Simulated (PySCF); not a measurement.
# Atomic charges by several schemes

Species: C6H8O2.
Z-matrix (Å and degrees, GFN2-xTB geometry), rows numbered from 1:
```
C 
O   1  1.4048
C   2  1.4120  1  113.58
C   3  1.4968  2  113.42  1   -65.40
C   4  1.4230  3  126.44  2   -56.07
C   5  1.3581  4  105.99  3   179.36
O   6  1.3436  5  110.74  4     0.04
C   7  1.3433  6  106.99  5    -0.37
H   1  1.0881  2  106.42  3  -176.74
H   1  1.0975  2  111.08  3   -57.60
H   1  1.0962  2  111.67  3    63.92
H   3  1.1015  2  110.31  1    57.55
H   3  1.0941  2  104.74  1   174.62
H   5  1.0700  4  126.26  3    -0.18
H   6  1.0717  5  131.99  4   179.96
H   8  1.0722  4  131.77  3     1.32
```

Density: PBE0/pcSseg-1 (PySCF); schemes: Mulliken, IAO, Hirshfeld and ESP-fitted. One conformer (not necessarily the lowest) at the GFN2-xTB geometry, without solvent, vibrations or thermal averaging.

Question: Atoms with like bonding are taken together and averaged. Do the Mulliken, IAO, Hirshfeld and ESP-fitted schemes agree on where the charge is highest?

Answer: The schemes don't all agree: Mulliken C3 (+0.230); IAO H15 (+0.172); Hirshfeld H15 (+0.063); ESP-fitted H14 (+0.208).

Question: For which atoms does the sign change between the 4 schemes (beyond +0.03 e in one, beyond −0.03 e in another)?

Answer: C3, C4, C6 and C8. Atomic charges aren't observables, and each scheme defines them in its own way.

Question: Which atoms carry the lowest charge in the Mulliken, IAO, Hirshfeld and ESP-fitted schemes?

Answer: The schemes don't all agree: Mulliken O2 (-0.514); IAO O2 (-0.392); Hirshfeld O2 (-0.149); ESP-fitted C3 (-0.321).

Question: Tabulate the Mulliken, IAO, Hirshfeld and ESP-fitted charges.

Answer: In e; atoms taken as equivalent share a row and are averaged (×n: the atom named and its like, n in all):

| atom | environment | Mulliken | IAO | Hirshfeld | ESP-fitted |
| --- | --- | --- | --- | --- | --- |
| C1 | methoxy carbon | -0.022 | -0.203 | -0.048 | -0.234 |
| O2 | ether oxygen | -0.514 | -0.392 | -0.149 | -0.214 |
| C3 | sp3 carbon bound to oxygen | +0.230 | -0.056 | +0.003 | -0.321 |
| C4 | substituted aromatic carbon | -0.394 | -0.082 | -0.040 | +0.152 |
| C5 | aromatic CH carbon | -0.128 | -0.226 | -0.088 | -0.312 |
| C6 | aromatic CH next to a ring oxygen | +0.181 | +0.004 | +0.006 | -0.060 |
| O7 | furan-type oxygen | -0.356 | -0.227 | -0.065 | -0.121 |
| C8 | aromatic CH next to a ring oxygen | +0.214 | -0.009 | +0.003 | -0.145 |
| H9/H10/H11 | methyl hydrogen | +0.102 | +0.134 | +0.037 | +0.123 |
| H12/H13 | methylene hydrogen | +0.110 | +0.139 | +0.042 | +0.166 |
| H14 | aromatic hydrogen | +0.066 | +0.171 | +0.059 | +0.208 |
| H15 | aromatic hydrogen | +0.106 | +0.172 | +0.063 | +0.170 |
| H16 | aromatic hydrogen | +0.090 | +0.169 | +0.061 | +0.176 |

Mean size of the charges over all atoms: Mulliken 0.177 e, ESP-fitted 0.176 e, IAO 0.149 e, Hirshfeld 0.049 e. Each set sums to the total charge, 0, to within 0.001 e. The IAO scheme projects the occupied orbitals on a minimal set of polarised atomic orbitals and counts the electrons in each atom's part of it. The Hirshfeld scheme weights the molecular density at each point by an atom's share of the summed free-atom densities.

Some averages cover members that differ in this geometry: H12/H13, IAO +0.118 to +0.161; H9/H10/H11, IAO +0.117 to +0.157; H12/H13, Mulliken +0.090 to +0.130; H9/H10/H11, Mulliken +0.082 to +0.119 e.

Question: Sum the charges by element.

Answer: 
```json
{"element": "C", "atoms": "6", "Mulliken": "+0.081", "IAO": "-0.572", "Hirshfeld": "-0.164", "ESP-fitted": "-0.921"}
{"element": "O", "atoms": "2", "Mulliken": "-0.870", "IAO": "-0.620", "Hirshfeld": "-0.214", "ESP-fitted": "-0.335"}
{"element": "H", "atoms": "8", "Mulliken": "+0.789", "IAO": "+1.192", "Hirshfeld": "+0.378", "ESP-fitted": "+1.256"}
```

Question: How closely do the schemes follow one another over all atoms?

Answer: Correlation coefficient and root-mean-square difference: IAO with Hirshfeld 0.98, 0.117 e; IAO with ESP-fitted 0.81, 0.113 e; Mulliken with Hirshfeld 0.79, 0.176 e; Mulliken with IAO 0.73, 0.150 e; Hirshfeld with ESP-fitted 0.73, 0.150 e; Mulliken with ESP-fitted 0.22, 0.256 e.

These values come from a run that also computed NMR shieldings. The run took 37 s wall on an Arm Neoverse N1 with one thread (shared host).
